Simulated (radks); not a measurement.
Effect of the nuclear size on the manganese ion Mn+, [Ar] 3d5 4s1. All-electron calculation, Dirac Kohn-Sham, BLYP, spin-unpolarised, spherical densities, finite nucleus; open shells fill j = l - 1/2 first; Fermi nuclear charge, rms radius 3.7057 fm. Program: a radial shooting solver on a logarithmic mesh with Libxc functionals. The rms radius is varied about that value; shifts are against it.

rms radius (fm)  total energy shift (eV)  density at nucleus (e/bohr^3)  1s1/2 shift (meV)  2s1/2 shift (meV)  2p1/2 shift (meV)  3s1/2 shift (meV)
3.0831                           -0.0282                      1.327e+04              -11.9              -1.06              0.115             -0.150
3.3981                           -0.0145                      1.322e+04              -6.17             -0.547              0.060             -0.077
3.7057                                 0                      1.317e+04              0.000              0.000              0.000              0.000
3.8576                           0.00763                      1.315e+04               3.23              0.287             -0.031              0.041
4.1689                            0.0242                      1.311e+04               10.3              0.910             -0.099              0.129

Slopes of the eigenvalues against <r^2> in GHz/fm^2, as finite differences over the two radii next to the reference (eigenvalue slopes, not the field-shift constants of lines): 1s1/2 682, 2s1/2 60.5, 2p1/2 -6.58, 3s1/2 8.56.
